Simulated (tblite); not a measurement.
Compound: C6H11ClOSi.
Atom-mapped SMILES: `[CH2:1]=[CH:2][CH2:3][C@@H:4]1[SiH2:5][O:6][CH2:7][C@@H:8]1[Cl:9]` (hydrogens: H10, H11 on C1; H12 on C2; H13, H14 on C3; H15 on C4; H16, H17 on Si5; H18, H19 on C7; H20 on C8)

Computed with GFN2-xTB (tblite), gas phase: L-BFGS steps from a force-field or distance-geometry start until the largest atomic force falls under 0.01 eV/Å.

Geometry at step 9:
```
atom  x, y, z in Å
C1      3.2734   -0.1150   -0.5237
C2      2.0903    0.4715   -0.4598
C3      1.0786    0.2287    0.6186
C4     -0.1931   -0.3105   -0.0261
Si5    -0.9840    0.8379   -1.3494
O6     -2.5194    0.3255   -1.0614
C7     -2.5647   -0.7019   -0.0974
C8     -1.4032   -0.4935    0.8801
Cl9    -1.7005    0.9974    1.8108
H10     3.5721   -0.7847    0.2731
H11     3.9708    0.0288   -1.3369
H12     1.7360    1.1373   -1.2423
H13     0.8228    1.1679    1.1191
H14     1.4727   -0.4853    1.3468
H15     0.0430   -1.2959   -0.4467
H16    -0.7591    2.2496   -0.9950
H17    -0.6548    0.4202   -2.7190
H18    -2.4125   -1.6624   -0.6218
H19    -3.5474   -0.7271    0.3742
H20    -1.3261   -1.2779    1.6343
```

**Question.** What forces act on the atoms?

**Answer.** 
```json
{"atom": "C1", "Fx (eV/Å)": "-0.178", "Fy (eV/Å)": "-0.043", "Fz (eV/Å)": "0.147"}
{"atom": "C2", "Fx (eV/Å)": "0.001", "Fy (eV/Å)": "-0.016", "Fz (eV/Å)": "-0.061"}
{"atom": "C3", "Fx (eV/Å)": "-0.017", "Fy (eV/Å)": "0.016", "Fz (eV/Å)": "-0.043"}
{"atom": "C4", "Fx (eV/Å)": "-0.006", "Fy (eV/Å)": "0.066", "Fz (eV/Å)": "-0.175"}
{"atom": "Si5", "Fx (eV/Å)": "-0.012", "Fy (eV/Å)": "-0.009", "Fz (eV/Å)": "-0.091"}
{"atom": "O6", "Fx (eV/Å)": "0.085", "Fy (eV/Å)": "-0.088", "Fz (eV/Å)": "0.179"}
{"atom": "C7", "Fx (eV/Å)": "0.195", "Fy (eV/Å)": "-0.079", "Fz (eV/Å)": "-0.122"}
{"atom": "C8", "Fx (eV/Å)": "-0.063", "Fy (eV/Å)": "-0.050", "Fz (eV/Å)": "-0.116"}
{"atom": "Cl9", "Fx (eV/Å)": "-0.071", "Fy (eV/Å)": "0.048", "Fz (eV/Å)": "-0.053"}
{"atom": "H10", "Fx (eV/Å)": "0.121", "Fy (eV/Å)": "0.053", "Fz (eV/Å)": "-0.180"}
{"atom": "H11", "Fx (eV/Å)": "-0.128", "Fy (eV/Å)": "0.041", "Fz (eV/Å)": "0.170"}
{"atom": "H12", "Fx (eV/Å)": "0.194", "Fy (eV/Å)": "-0.049", "Fz (eV/Å)": "0.075"}
{"atom": "H13", "Fx (eV/Å)": "0.201", "Fy (eV/Å)": "-0.067", "Fz (eV/Å)": "0.046"}
{"atom": "H14", "Fx (eV/Å)": "-0.021", "Fy (eV/Å)": "0.109", "Fz (eV/Å)": "0.075"}
{"atom": "H15", "Fx (eV/Å)": "-0.087", "Fy (eV/Å)": "0.054", "Fz (eV/Å)": "-0.029"}
{"atom": "H16", "Fx (eV/Å)": "-0.198", "Fy (eV/Å)": "-0.289", "Fz (eV/Å)": "-0.141"}
{"atom": "H17", "Fx (eV/Å)": "0.010", "Fy (eV/Å)": "0.149", "Fz (eV/Å)": "0.177"}
{"atom": "H18", "Fx (eV/Å)": "-0.058", "Fy (eV/Å)": "0.104", "Fz (eV/Å)": "0.229"}
{"atom": "H19", "Fx (eV/Å)": "-0.004", "Fy (eV/Å)": "0.218", "Fz (eV/Å)": "0.063"}
{"atom": "H20", "Fx (eV/Å)": "0.037", "Fy (eV/Å)": "-0.172", "Fz (eV/Å)": "-0.149"}
```

The largest, 0.38 eV/Å, acts on H16; the rms over all components is 0.117 eV/Å. The forces sum to zero within rounding, as they must for an isolated molecule in no field.

**Question.** Give the force on H16 in Eh/bohr and in nN.

**Answer.** 0.378 eV/Å ÷ 51.422 = 0.00734 Eh/bohr, and 0.378 eV/Å × 1.602 = 0.61 nN.

**Question.** How far is this geometry from the end of the optimisation?

**Answer.** 0.121 eV above it, and 0.165 Å rms away after alignment. The bonds farthest from their final lengths, with half the difference of the two atoms' forces along the bond (positive lengthens):

```
   bond  now (Å)  final (Å)  force along bond (eV/Å)
Si5–H16    1.473      1.457                    -0.15
Si5–H17    1.469      1.456                    -0.14
 C4–Si5    1.922      1.914                    -0.05
  O6–C7    1.410      1.402                    -0.11
 C7–H18    1.105      1.097                    -0.18
 Si5–O6    1.644      1.638                    -0.01
```

The angle farthest from its final value is C3–C4–Si5, 115.0° against 119.2°.

Of the 2 listed bonds off by 0.010 Å or more, this force points towards the final length in 2.

The cost below is that of the whole relaxation. The run took 1.5 s of wall time on one thread, Arm Neoverse N1 (aarch64), shared host.
